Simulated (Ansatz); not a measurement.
One change: `Cl[SiH2][O][GeH2][Cl]` becomes `O[SiH2]O[SiH2]Cl`.

Ansatz, PBE0-D4/def2-TZVP geometries, multiplicity 1. Each molecule was computed in one conformer, which needn't be the lowest.

Scalar relativity is left out up to krypton.

```
                                          property  `Cl[SiH2][O][GeH2][Cl]`
                HOMO energy (PBE0/def2-TZVPP) / eV                    -8.80
                LUMO energy (PBE0/def2-TZVPP) / eV                    -0.21
               HOMO energy (B3LYP/def2-TZVPP) / eV                    -8.57
               LUMO energy (B3LYP/def2-TZVPP) / eV                    -0.52
size of the dipole moment (ωB97M-V/def2-TZVPP) / D                     1.87
                 HOMO energy (PBE/def2-TZVPP) / eV                    -7.41
```

Q: What does the change do to each property? (Estimate.)

A: Ansatz gave: 
| property | `O[SiH2]O[SiH2]Cl` | shift |
| --- | --- | --- |
| HOMO energy (PBE0/def2-TZVPP) / eV | -8.79 | 0.01 |
| LUMO energy (PBE0/def2-TZVPP) / eV | 0.24 | 0.45 |
| HOMO energy (B3LYP/def2-TZVPP) / eV | -8.59 | -0.02 |
| LUMO energy (B3LYP/def2-TZVPP) / eV | 0.03 | 0.55 |
| size of the dipole moment (ωB97M-V/def2-TZVPP) / D | 0.66 | -1.21 |
| HOMO energy (PBE/def2-TZVPP) / eV | -7.37 | 0.04 |

Dipoles are sizes alone; their direction can turn.

B3LYP here is the variant with VWN-RPA as its local correlation; programs differ in this.
